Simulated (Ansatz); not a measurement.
`[F][Ga]([F])[SiH3]` → `[F][Ga][F]`• + `[SiH3]`•  (homolysis of the Ga–Si bond)

Calculated with Ansatz (gas phase, PBE0-D4/def2-TZVP geometries, no zero-point term in ΔE). CBS: MP2 limit from def2 TZ/QZ plus the TZ coupled-cluster correction, frozen cores. This one scheme is used for every species. Functionals use def2-TZVPP. HSE06 is defined as in plane-wave codes. Open shells (•) are unrestricted, without spin–orbit coupling. For Ga outer-core shells are correlated without core-valence functions, which leaves a few kJ/mol of doubt a bond. Scalar relativity is left out up to krypton.

```tsv
level	ΔE (kJ/mol)
HSE06-D4	298.8
CAM-B3LYP-D4	299.4
PBE-QIDH	304.2
PBE0	294.1
CCSD/def2-SVP	292.8
SCS-MP2/def2-TZVPP	306.9
CCSD(T)/def2-TZVPP	306.0
SCS-MP2/def2-QZVPP	315.8
```

Q: What does CCSD(T)/CBS give? (Best estimate.)

A: The calculation gave: +322.6 kJ/mol. The listed levels differ from it by -23.8, -23.2, -18.4, -28.5, -29.8, -15.7, -16.6, -6.8 kJ/mol.

Largest T1 diagnostic among the species: 0.017.

At CCSD(T), def2-SVP lies −26.6 kJ/mol from the extrapolated value and def2-TZVPP −16.6 kJ/mol: correlation converges slowly with the basis, and small sets miss more of it in the bonded molecule than in its fragments. The D4 term adds +8.9 kJ/mol with B3LYP and +4.9 kJ/mol with PBE0; it sums over pairs of atoms, weighted by their polarisabilities, and B3LYP, whose exchange is more repulsive, gets the larger term. From PBE to PBE0 (25 % exact exchange), in def2-TZVPP and without D4, ΔE moves by +4.9 kJ/mol.

B3LYP here is the variant with VWN-RPA as its local correlation; programs differ in this.
